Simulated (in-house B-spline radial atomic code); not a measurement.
Ionisation energies with and without relativity, with size and susceptibility from the Dirac run. Dirac energy differences include first-order Breit, QED and recoil terms. NIST's values go from ground level to ground level; the uncertainty of those that are theory runs from under 0.1 % in few-electron ions to several per cent in heavy many-electron ones. Computed with a B-spline radial code for spherical atoms: non-relativistic Hartree-Fock and Dirac-Hartree-Fock, averages of the configuration (point nuclei without relativity, finite nuclei with it).

```
 ion  configuration  configuration after  ionisation non-relativistic (eV)  ionisation Dirac Breit and QED (eV)  tabulated value (eV)  radius at density 0.001 (bohr)  diamagnetic susceptibility (10⁻⁶ cm³/mol)
Sc4+   [Ne] 3s2 3p5         [Ne] 3s2 3p4                             91.71                                91.75                 91.95                           2.584                                    -8.2126
Ti4+   [Ne] 3s2 3p6         [Ne] 3s2 3p5                             98.25                                98.30                99.299                           2.515                                    -8.2842
 V4+       [Ar] 3d1         [Ne] 3s2 3p6                                 ?                                    ?                     ?                               ?                                          ?
Cr4+       [Ar] 3d2             [Ar] 3d1                             67.40                                67.10                 69.46                           2.516                                    -8.6125
Mn4+       [Ar] 3d3             [Ar] 3d2                                 ?                                    ?                     ?                               ?                                          ?
Fe4+       [Ar] 3d4             [Ar] 3d3                             73.07                                72.71                    75                           2.475                                    -8.6804
Co4+       [Ar] 3d5             [Ar] 3d4                             75.83                                75.43                  79.5                           2.448                                    -8.6586
Ni4+       [Ar] 3d6             [Ar] 3d5                             78.54                                78.10                 76.06                           2.419                                    -8.6128
Cu4+       [Ar] 3d7             [Ar] 3d6                             81.21                                80.72                  79.8                           2.389                                    -8.5494
```

Problem. Fill in the row of V4+.

Solution. ionisation non-relativistic (eV): 64.47; ionisation Dirac Breit and QED (eV): 64.20; tabulated value (eV): 65.28165; radius at density 0.001 (bohr): 2.523; diamagnetic susceptibility (10⁻⁶ cm³/mol): -8.4929.

Problem. Fill in the row of Mn4+.

Solution. ionisation non-relativistic (eV): 70.27; ionisation Dirac Breit and QED (eV): 69.93; tabulated value (eV): 72.41; radius at density 0.001 (bohr): 2.498; diamagnetic susceptibility (10⁻⁶ cm³/mol): -8.6691.
